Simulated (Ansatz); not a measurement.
CH4MoO2S, SMILES [Mo]([CH3])(=[O])([SH])=[O], multiplicity 1.

The structure is a stationary point at PBE0-D3(BJ)/def2-SVP. The spin state was assumed, not searched. The structure was generated by enumeration; whether it is a known compound was not checked. The def2 effective core potentials stand for the cores of Mo; spin–orbit coupling is left out. One conformer was computed; it need not be the lowest.

Two levels are set side by side: PBE/def2-SVPD (Ansatz, a first-principles code) and PBE0/def2-SVPD (Ansatz). Energy differences of separate SCF runs at the same geometry; the states with an electron removed or added have multiplicity 2 and 2. Differences are taken from unrounded values.

```json
[
 {"quantity": "vertical ionisation energy (eV)", "PBE0": "10.52", "PBE": "10.24", "PBE minus PBE0": "-0.28"},
 {"quantity": "vertical electron affinity (eV)", "PBE0": "1.40", "PBE": "1.01", "PBE minus PBE0": "-0.39"},
 {"quantity": "vertical singlet–triplet gap (eV)", "PBE0": "3.60", "PBE": "3.58", "PBE minus PBE0": "-0.02"}
]
```
